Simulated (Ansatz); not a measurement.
ZnH, multiplicity 2 (the spin of the measured ground state), most abundant isotopes (63.9291 and 1.0078 u). Constants from fifth-degree fits in 1/R to seven points on the lowest solution found; no spin–orbit coupling, no relativity up to Kr; ω_e x_e and α_e move by some per cent with the fit.

Correlated levels freeze the inner cores; with def2 sets outer-core shells near the valence are correlated too. CBS(a, b) extrapolates the correlation energy as X⁻³ and adds the Hartree–Fock energy of set b.

Codes used: Ansatz (Gaussian orbitals). 

| level | r_e (Å) | ω_e (cm⁻¹) | ω_e x_e (cm⁻¹) | α_e (cm⁻¹) |
|---|---|---|---|---|
| PBE/def2-TZVPP | 1.6212 | 1480.6 | 45.9 | 0.293 |
| CCSD(T)/CBS(def2-TZVPP, def2-QZVPP) | 1.5738 | 1683.9 | 63.3 | 0.335 |

Q: Predict ω_e, ω_e x_e, B_e and the fall in zero-point energy on putting deuterium (2.014102 u) for H, at CCSD(T)/CBS(def2-TZVPP, def2-QZVPP).

A: 
The curve stays; ρ = √(μ_H/μ_D) = √(0.99218/1.95259) = 0.71284. ω_e scales with ρ: 1200 cm⁻¹; ω_e x_e and B_e with ρ²: 32.2 and 3.486 cm⁻¹. The zero-point energy falls by 234 cm⁻¹, by which D₀ of the deuteride is larger.

Ansatz is a first-principles code.
